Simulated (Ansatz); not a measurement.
System: C3H9AlO (charge 0, singlet). SMILES: [CH3][Al]([O]C)[CH3]
Structure (B3LYP-D3(BJ)/def2-TZVP (Ansatz, an electronic-structure program) minimum search):
```xyz
14

C      2.3275     0.3979    -0.3803
O      1.1742    -0.3989    -0.3010
Al    -0.4584    -0.1153     0.0716
C     -1.0527     1.6994     0.4994
C     -1.6374    -1.6671     0.0277
H      2.7477     0.3526    -1.3898
H      3.0871     0.0311     0.3168
H      2.1293     1.4504    -0.1432
H     -1.7807     1.7006     1.3153
H     -0.2311     2.3613     0.7818
H     -1.5515     2.1548    -0.3626
H     -2.5185    -1.4825    -0.5938
H     -2.0102    -1.9050     1.0290
H     -1.1309    -2.5540    -0.3570
```

Quantity: atomisation energy (electronic, to ground-state atoms); the coupled-cluster value holds the core correlation from cc-pwCVTZ, in kcal/mol. Cores are frozen in the correlated levels unless marked. Open shells are spin-unrestricted. No spin-orbit coupling. Non-relativistic. Basis-set limits of correlation are two-point, X^-3; Hartree-Fock from the larger set.

Level to compare with: CCSD(T)/CBS(cc-pV(T+d)Z,cc-pV(Q+d)Z) plus the core term (Ansatz), 1260.8 kcal/mol. It is a level with limits of its own, and the differences hold the functionals' basis error too.

Q: Rank these functionals by how close they come to CCSD(T)/CBS(cc-pV(T+d)Z,cc-pV(Q+d)Z), closest first: PBE0/def2-TZVPD (Ansatz); r2SCAN/def2-TZVPD (Ansatz); wB97X/def2-TZVPD (Ansatz).

A: r2SCAN/def2-TZVPD (meta-GGA, 1256.9 kcal/mol, difference -3.9), wB97X/def2-TZVPD (range-separated hybrid, 1254.4 kcal/mol, difference -6.4), PBE0/def2-TZVPD (global hybrid, 1249.1 kcal/mol, difference -11.7)
